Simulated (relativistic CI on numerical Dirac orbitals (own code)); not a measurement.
# Excitation temperature from two lines of P II

Problem. In an optically thin plasma whose excited levels follow a Boltzmann distribution, the energy emitted in P II 6043.12 Å and 4589.86 Å has the ratio 3.93 (an assumed reading, corrected for the detector). Tabulated data (NIST Handbook of Basic Atomic Spectroscopic Data): upper levels 103667.9 and 124946.7 cm⁻¹, g = 7 and 5, A = 6.80 × 10^7 and 1.60 × 10^8 s⁻¹. Calculate the temperature, its uncertainty for 15 % in the ratio of intensities and A values together, and the strength of these other lines with tabulated A (λ in Å, g, A, upper level): 6024.18, 5, 5.10 × 10^7, 103339.1; 4602.08, 9, 1.90 × 10^8, 125391.1; 4588.04, 7, 1.70 × 10^8, 125128.9.

Working.
1. The emitted power of a line is proportional to (gA/λ) exp(−E/kT), so I₁/I₂ = (g₁A₁λ₂/g₂A₂λ₁) exp[(E₂ − E₁)/kT].
2. The prefactor is 0.4519 and E₂ − E₁ = 21278.9 cm⁻¹ = 2.638 eV.
3. kT = (E₂ − E₁)/ln(3.93/0.4519) = 21278.9/2.1629 = 9838 cm⁻¹ = 1.220 eV, or T = 14150 K.
4. δT/T = (kT/ΔE) × 15 % = 6.9 %; lines whose upper levels lie far apart give the better thermometer.
5. Other lines relative to the first: 6024.18 Å: 0.56, 4602.08 Å: 0.52, 4588.04 Å: 0.37.

Remark. Dense plasmas such as arcs and laser-ablation plumes come near a Boltzmann distribution among excited levels, though their strong lines may be self-absorbed. Low-pressure etch and deposition plasmas, at 10¹⁰ to 10¹³ electrons per cm³, do not: there the number found is an excitation temperature of these levels and not the electron temperature.
